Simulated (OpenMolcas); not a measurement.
Nb3+ (d2) in a complex was computed by CASSCF with the d shell active (OpenMolcas, ANO-RCC-VDZP on the metal). Its lowest spin-free states, and all those of the highest spin:

| 2S+1 | Degeneracy | E (cm-1) |
| --- | --- | --- |
| 3 | 1 | 0.0 |
| 3 | 3 | 9636 |
| 1 | 2 | 10611 |
| 3 | 3 | 14782 |
| 1 | 1 | 18137 |
| 1 | 3 | 19744 |
| 1 | 3 | 22067 |
| 3 | 3 | 22979 |
| 1 | 2 | 28382 |
| 1 | 3 | 31197 |
| 1 | 1 | 46620 |

Question: Is the site octahedral, tetrahedral or cube-like, axial, or of lower symmetry?

Answer: The states with 2S+1 = 3 have orbital degeneracies 1, 3, 3, 3. Threefold states need a cubic site. For d2 at this spin an octahedron puts the threefold T1 below the threefold T2 and a tetrahedron or cube puts the single A2 below the threefold T2, so the site is a tetrahedron or a cube, which this pattern cannot tell apart. The first gap at this spin, 9640 cm-1, is |10Dq| in ligand-field theory. The run had Nb3+ with 4 ligands (fluoride) in tetrahedral coordination (Td) at 2.03 Å. A charge of +0.25 e stands 2.4 Å behind each ligand. Ligand basis ANO-RCC-VDZP.

Without dynamic correlation the repulsion within the d shell is too large (B by tens of per cent), so at a given field states of lower spin stand too high. The least metal-like active orbital is 82 % on the metal (Löwdin) and no ligand orbital is active, so the numbers are rough. With metal d orbitals alone the field can be off either way by tens of per cent. Ligand-to-metal charge-transfer states are missing. With no ligand orbital active B as a rule stays too high, so bands that hang on it stand too high and its fall with covalency is understated. The distance lies 7 % over the 1.9 Å that this model takes as the normal distance (a Shannon-type radius plus a fixed donor radius); by an R⁻⁵ law this alone changes a d-shell field by about -28 %. No measured value stands beside these numbers; the geometry was imposed, not optimised, and the real ion may take another.
